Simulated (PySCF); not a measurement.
CH4BeO. Atoms are numbered in the order given.

```xyz
7

Be    -0.0884    -0.0432     0.0927
C      0.9710     0.5394    -1.0824
H      1.9230     0.0002    -1.0623
H      1.2014     1.5989    -0.9383
H      0.5640     0.4317    -2.0919
O     -0.9227    -0.5918     1.0965
H     -1.7791    -0.3600     1.4439
```

The structure is a stationary point at B3LYP-D3(BJ)/def2-TZVP. Other conformers were not sampled.

The numbers are results of PySCF with PBE0/def2-TZVPD, not measurements.

Mulliken values depend strongly on the basis, most of all with diffuse functions as here. ESP charges are fitted to the potential on shells at 1.4 to 2.0 van der Waals radii. Atomic charges (e):

```json
[
 {"atom": "Be1", "ESP fit": "0.71", "meta-Löwdin": "1.34", "Mulliken": "0.17"},
 {"atom": "C2", "ESP fit": "-0.77", "meta-Löwdin": "-0.95", "Mulliken": "-0.42"},
 {"atom": "H3", "ESP fit": "0.17", "meta-Löwdin": "0.12", "Mulliken": "0.09"},
 {"atom": "H4", "ESP fit": "0.14", "meta-Löwdin": "0.12", "Mulliken": "0.10"},
 {"atom": "H5", "ESP fit": "0.14", "meta-Löwdin": "0.12", "Mulliken": "0.10"},
 {"atom": "O6", "ESP fit": "-0.78", "meta-Löwdin": "-1.12", "Mulliken": "-0.36"},
 {"atom": "H7", "ESP fit": "0.39", "meta-Löwdin": "0.36", "Mulliken": "0.32"}
]
```
